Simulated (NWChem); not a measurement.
System: C₂H₄CuNO; SMILES C(C)#[N]->[Cu][OH]

Here is an NWChem input.

```
start job
memory heap 200 mb stack 900 mb global 1100 mb
geometry units angstroms noautosym noautoz
  Cu     0.592272    -0.100838    -0.480578
  O      1.867287    -0.487055    -1.532495
  H      2.383731     0.254398    -1.845389
  C     -2.679081     0.521510     2.181500
  C     -1.583500     0.315821     1.288955
  N     -0.696991     0.153289     0.567038
  H     -2.789519     1.586546     2.386682
  H     -2.497086    -0.006653     3.117906
  H     -3.598381     0.146391     1.730859
end
basis spherical
  * library 6-31g*
end
dft
  xc b3lyp
  iterations 150
end
driver
  maxiter 120
end
task dft optimize
```

Parts of the log:

```
             Northwest Computational Chemistry Package (NWChem) 7.3.0
             --------------------------------------------------------

                             Geometry "geometry" -> ""
                             -------------------------

 Output coordinates in angstroms (scale by  1.889725989 to convert to a.u.)

  No.       Tag          Charge          X              Y              Z
 ---- ---------------- ---------- -------------- -------------- --------------
    1 Cu                  29.0000     0.67296357    -0.12178715    -0.54700020
    2 O                    8.0000     1.94797857    -0.50800415    -1.59891720
    3 H                    1.0000     2.46442257     0.23344885    -1.91181120
    4 C                    6.0000    -2.59838943     0.50056085     2.11507780
    5 C                    6.0000    -1.50280843     0.29487185     1.22253280
    6 N                    7.0000    -0.61629943     0.13233985     0.50061580
    7 H                    1.0000    -2.70882743     1.56559685     2.32025980
    8 H                    1.0000    -2.41639443    -0.02760215     3.05148380
    9 H                    1.0000    -3.51768943     0.12544185     1.66443680

 Effective nuclear repulsion energy (a.u.)     293.0918227346

                           NWChem Geometry Optimization
                           ----------------------------

 maximum gradient threshold         (gmax) =   0.000450
 rms gradient threshold             (grms) =   0.000300
 maximum cartesian step threshold   (xmax) =   0.001800
 rms cartesian step threshold       (xrms) =   0.001200
 fixed trust radius                (trust) =   0.300000
 source of zmatrix                         =

          -------------------
          Energy Minimization
          -------------------

 Using diagonal initial Hessian

          --------
          Step   0

                                 NWChem DFT Module
                                 -----------------

 Summary of "ao basis" -> "ao basis" (spherical)
 ------------------------------------------------------------------------------
       Tag                 Description            Shells   Functions and Types
 ---------------- ------------------------------  ------  ---------------------
 Cu                          6-31g*                 12       34   5s4p2d1f
 O                           6-31g*                  6       14   3s2p1d
 H                           6-31g*                  2        2   2s
 C                           6-31g*                  6       14   3s2p1d
 N                           6-31g*                  6       14   3s2p1d

            General Information
            -------------------
          SCF calculation type: DFT
          Wavefunction type:  closed shell.
          No. of atoms     :     9
          No. of electrons :    60
           Alpha electrons :    30
            Beta electrons :    30
          Charge           :     0
          Spin multiplicity:     1
          Use of symmetry is: off; symmetry adaption is: off
          Maximum number of iterations: 150
          AO basis - number of functions:    98
                     number of shells:    44
          Convergence on energy requested:  1.00D-06
          Convergence on density requested:  1.00D-05
          Convergence on gradient requested:  5.00D-04

              XC Information
              --------------
                         B3LYP Method XC Potential
                     Hartree-Fock (Exact) Exchange  0.200
                        Slater Exchange Functional  0.800 local
                    Becke 1988 Exchange Functional  0.720 non-local
              Lee-Yang-Parr Correlation Functional  0.810
                  VWN I RPA Correlation Functional  0.190 local

             Grid Information
             ----------------
          Grid used for XC integration:  medium
          Radial quadrature: Mura-Knowles
          Angular quadrature: Lebedev.
          Tag              B.-S. Rad. Rad. Pts. Rad. Cut. Ang. Pts.
          ---              ---------- --------- --------- ---------
          Cu                  1.35      112          11.0       590
          O                   0.60       49          13.0       434
          H                   0.35       45          14.0       434
          C                   0.70       49          14.0       434
          N                   0.65       49          10.0       434
          Grid pruning is: on
          Number of quadrature shells:   488
          Spatial weights used:  Erf1

      Superposition of Atomic Density Guess
      -------------------------------------

 Sum of atomic energies:       -1845.00923521

      Non-variational initial energy
      ------------------------------

 Total energy =   -1846.895849
 1-e energy   =   -3146.596476
 2-e energy   =    1006.608804
 HOMO         =      -0.421135
 LUMO         =      -0.031042

[...]

      ----------------------
      Optimization converged
      ----------------------

  Step       Energy      Delta E   Gmax     Grms     Xrms     Xmax
  ---- ---------------- -------- -------- -------- -------- --------
@   10   -1848.87860565 -3.6D-07  0.00012  0.00006  0.00081  0.00176
                                     ok       ok       ok       ok

                         Geometry "geometry" -> "geometry"
                         ---------------------------------

 Output coordinates in angstroms (scale by  1.889725989 to convert to a.u.)

  No.       Tag          Charge          X              Y              Z
 ---- ---------------- ---------- -------------- -------------- --------------
    1 Cu                  29.0000     0.70722554    -0.12619561    -0.58933386
    2 O                    8.0000     2.00793608    -0.51763502    -1.67434975
    3 H                    1.0000     2.56091014     0.22954326    -1.94454841
    4 C                    6.0000    -2.63224695     0.50623925     2.14459055
    5 C                    6.0000    -1.52201628     0.28999404     1.22917672
    6 N                    7.0000    -0.63246748     0.12084976     0.50090567
    7 H                    1.0000    -2.75008830     1.57611866     2.34796100
    8 H                    1.0000    -2.45038429    -0.01221349     3.09227426
    9 H                    1.0000    -3.56391236     0.12816580     1.71000201

 Effective nuclear repulsion energy (a.u.)     286.1040334018

 ==============================================================================
                                internuclear distances
 ------------------------------------------------------------------------------
       center one      |      center two      | atomic units |  angstroms
 ------------------------------------------------------------------------------
    2 O                |   1 Cu               |     3.28526  |     1.73849
    3 H                |   2 O                |     1.82929  |     0.96802
    5 C                |   4 C                |     2.74977  |     1.45511
    6 N                |   1 Cu               |     3.29725  |     1.74483
    6 N                |   5 C                |     2.19590  |     1.16202
    7 H                |   4 C                |     2.06999  |     1.09539
    8 H                |   4 C                |     2.07007  |     1.09543
    9 H                |   4 C                |     2.06992  |     1.09536
 ------------------------------------------------------------------------------
                         number of included internuclear distances:          8
 ==============================================================================
```

Level: B3LYP/6-31G* (spherical d). Not confirmed as a minimum by frequencies.
